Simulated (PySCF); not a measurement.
An unknown gives this computed stick spectrum. Method: TDDFT CAM-B3LYP/def2-SVPD, vertical, gas phase, core orbitals frozen in the response in PySCF. Geometries: PBE0-D3(BJ)/def2-SVP, one conformer each. Relativistic effects are left out although some hold elements past zinc.

```
state  E (eV)  λ (nm)       f
   S1    6.17   201.1  0.0008
   S2    6.50   190.8   0.037
   S3    6.65   186.3  0.0019
   S4    6.88   180.2   0.018
   S5    7.24   171.3   0.024
   S6    7.49   165.6   0.042
   S7    7.54   164.4   0.026
   S8    7.74   160.3   0.106
   S9    7.83   158.3   0.077
  S10    7.97   155.6   0.015
```

Orbital energies (eV): HOMO-3 -10.19, HOMO-2 -9.51, HOMO-1 -8.99, HOMO -8.31, LUMO 1.14, LUMO+1 1.45, LUMO+2 1.52.

Problem. Which candidate is it? All have the formula C7H12Ge.
A. `C#C[C@H]1CCC[CH2][GeH2]1`
B. `C1=C[CH2][GeH2][C@@H]1C1CC1`
C. `C=C[CH2][GeH]1[CH2]C=C[CH2]1`

Solution. A. Its S1, at 6.17 eV, is the lowest among the candidates; the nearest of the others has S1 at 6.63 eV. S1 is HOMO→LUMO+7 (16%), HOMO→LUMO+4 (16%), HOMO→LUMO+3 (13%). Löwdin shares by element: HOMO carbon 66% or more, germanium 12% (atoms not listed hold the other 23%); LUMO germanium 30%, hydrogen 14% or more, carbon 5% or more (atoms not listed hold the other 51%). At the same level the other candidates give, for their lowest levels:
- `C1=C[C@@H](C2CC2)[GeH2][CH2]1`: 6.71 eV (f 0.023); 6.74 eV (f 0.041); 7.02 eV (f 0.139); 7.16 eV (f 0.004); 7.22 eV (f 0.020); T1 4.31 eV; HOMO -8.34, LUMO 1.18 eV
- `C=C[CH2][GeH]1[CH2]C=C[CH2]1`: 6.63 eV (f 0.325); 6.69 eV (f 0.005); 6.82 eV (f 0.010); 7.03 eV (f 0.214); 7.19 eV (f 0.006); T1 4.18 eV; HOMO -8.19, LUMO 1.21 eV
Triplets come from the Tamm–Dancoff approximation.
